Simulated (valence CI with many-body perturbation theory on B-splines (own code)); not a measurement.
Ladder of approximations for Br XXIII

Computed by relativistic CI+MBPT: three valence electrons over a frozen Dirac-Fock core [Ne], radial functions for each j: 11 s, 11 p, 9 d, 7 f, 5 g, 2 h, 1 i, with the one-electron correlation potential Σ1 (screened to all orders), the two-electron term Σ2, the three-electron term Σ3, Breit, model QED; selected single and double excitations, second order for the rest (own B-spline code, finite nucleus).

No measured spectrum was set against this ion. As an estimate, levels of excited configurations hold to 0.05 to 0.15 % of their energy, terms of the ground configuration to about 0.5 %.

Each rung adds one term. CI alone is the Dirac-Coulomb CI over the frozen core; QED comes last and gives the full result, which names the levels. Energies are above 3s2 3p 2P°_1/2 on the same rung, in cm⁻¹.

Names give the largest LS component (configuration and term), which can be under half, so a name can repeat, a term be missing and a line seem to break the LS rules; names also repeat where a configuration has a term twice.

```tsv
Level	CI alone
3s2 3p 2P°_3/2	86141
3s 3p2 4P_1/2	392110
3s 3p2 4P_3/2	436937
3s 3p2 4P_5/2	470966
3s 3p2 2D_3/2	549135
3s 3p2 2D_5/2	575213
3s 3p2 2P_1/2	630411
3s 3p2 2S_1/2	715642
3s 3p2 2P_3/2	728432
3s2 3d 2D_3/2	808723
3s2 3d 2D_5/2	820740
3p3 2D°_3/2	1002320
3p3 2D°_5/2	1042090
3p3 4S°_3/2	1053810
3s 3p 3d 4F°_3/2	1090960
3s 3p 3d 4F°_5/2	1108870
```

Q: What do these energies become with core correlation, Breit and QED?

A: 3s2 3p 2P°_3/2 84886 (-1255); 3s 3p2 4P_1/2 391540 (-570); 3s 3p2 4P_3/2 435755 (-1182); 3s 3p2 4P_5/2 468929 (-2036); 3s 3p2 2D_3/2 546289 (-2846); 3s 3p2 2D_5/2 571917 (-3296); 3s 3p2 2P_1/2 624625 (-5786); 3s 3p2 2S_1/2 709129 (-6513); 3s 3p2 2P_3/2 720243 (-8189); 3s2 3d 2D_3/2 800645 (-8077); 3s2 3d 2D_5/2 812146 (-8594); 3p3 2D°_3/2 996959 (-5361); 3p3 2D°_5/2 1036860 (-5225); 3p3 4S°_3/2 1046500 (-7313); 3s 3p 3d 4F°_3/2 1086030 (-4933); 3s 3p 3d 4F°_5/2 1103360 (-5514).

Q: How does the ionisation energy move along the ladder, and which term matters most?

A: CI alone 970.77, + Σ1 971.62, + Σ2 971.44, + Σ3 971.38, + Breit 970.79, + QED 970.82 eV. The largest step is Σ1, 0.85 eV. NIST lists 963 ± 5 eV (semi-empirical).
